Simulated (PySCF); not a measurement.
C₆ coefficients of unlike pairs at UHF

Calculated with PySCF 2.14 from the dipole response of each species, C₆(A,B) = (3/π) ∫ α_A(iu) α_B(iu) du, in atomic units, from isotropic polarisabilities. For ions this is the dispersion term alone; charge-induced terms of lower order in 1/R come first.

| species | configuration | basis | relativity | α (bohr³) | C₆ (like pair) |
| --- | --- | --- | --- | --- | --- |
| Sb³⁺ | [Kr] 4d10 5s2 (1S) | aug-cc-pwCVTZ-DK3 (10s9p7d4f1g) | spin-free X2C | 12.16 | 59.43 |
| Si | [Ne] 3s2 3p2 (3P) | aug-cc-pVTZ-DK (6s5p3d2f) | spin-free X2C | 38.48 | 317.3 |
| Al⁺ | [Ne] 3s2 (1S) | dyall-av2z (13s9p2d) | none | 26.27 | 138.4 |
| C⁺ | [He] 2s2 2p1 (2P) | aug-cc-pVQZ (6s5p4d3f2g) | none | 6.307 | 14.96 |

Problem. Estimate C₆ for C⁺ with Si.

Solution. The integral gives 66.03. The combination rule 2 C_A C_B / (C_A α_B/α_A + C_B α_A/α_B) gives 66.27 and the geometric mean 68.91.

No spin-orbit coupling is included.

The other pairs:

```json
{"pair": "Si, Sb³⁺", "C₆": "128.8"}
{"pair": "C⁺, Al⁺", "C₆": "42.90"}
{"pair": "Al⁺, Sb³⁺", "C₆": "83.59"}
{"pair": "C⁺, Sb³⁺", "C₆": "29.60"}
{"pair": "Al⁺, Si", "C₆": "209.3"}
```
